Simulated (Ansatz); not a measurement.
Relaxation of C₂H₉FN₂Si (15 atoms, charge 0, multiplicity 1), to a largest force component of 0.015 eV/Å in at most 40 steps.

Theory: Ansatz 0.2.0, RHF/def2-SVP.

```xyz
15
Properties=species:S:1:pos:R:3:forces:R:3
C -0.273 -1.193 1.099 -2.65 3.22 0.32
C 0.386 -0.568 -0.127 2.74 -0.15 0.35
N 1.771 -0.777 -0.048 2.23 -0.66 2.35
F 0.057 -1.188 -1.249 -2.36 -0.59 -1.04
N 0.296 0.838 -0.322 0.44 1.39 2.50
Si -1.112 1.711 -0.700 -1.35 0.27 -0.34
H -0.094 -2.221 1.176 0.50 -1.68 0.05
H -1.370 -1.031 0.987 0.57 -0.46 0.28
H -0.004 -0.650 2.062 0.01 -0.77 -1.42
H 2.192 0.119 0.104 0.63 -0.41 -0.33
H 1.956 -1.320 0.792 0.51 0.11 -0.76
H 0.753 1.278 0.521 -0.87 -0.62 -1.84
H -0.799 3.152 -0.824 0.06 -0.04 0.06
H -1.692 1.193 -1.951 -0.12 0.09 -0.05
H -2.064 1.492 0.422 -0.34 0.32 -0.14
```

Task: Where does it end, and by what steps?

Result: The run converged. After 18 steps the energy has fallen by 1.130 eV; H15 moved furthest, 1.12 Å.

```tsv
step	energy less start (eV)	largest force component (eV/Å)	accepted
0	0.0000	3.219	yes
1	-0.8153	0.964	yes
2	-0.9221	0.523	yes
3	-0.9836	0.649	yes
4	-1.0364	0.438	yes
5	-1.0679	0.551	yes
6	-1.0802	0.585	yes
7	-1.1156	0.144	yes
8	-1.1117	0.444	no
9	-1.1210	0.040	yes
10	-1.1248	0.118	yes
11	-1.1262	0.162	yes
12	-1.1280	0.093	yes
13	-1.1278	0.056	no
14	-1.1289	0.023	yes
15	-1.1295	0.056	yes
16	-1.1297	0.078	yes
17	-1.1299	0.026	yes
18	-1.1299	0.005	yes
```

```xyz
15
Properties=species:S:1:pos:R:3
C -0.207 -1.226 1.352
C 0.322 -0.549 0.099
N 1.671 -0.927 -0.135
F -0.427 -1.008 -0.954
N 0.099 0.872 0.085
Si -1.096 1.724 -0.846
H -0.043 -2.302 1.295
H -1.273 -1.031 1.445
H 0.295 -0.834 2.238
H 2.121 -0.321 -0.795
H 2.215 -0.989 0.703
H 0.644 1.378 0.755
H -0.989 3.133 -0.398
H -0.852 1.670 -2.304
H -2.475 1.245 -0.595
```

Run time: 47 s on 2 threads of Arm Neoverse V2 (shared host), peak memory 0.35 GiB.
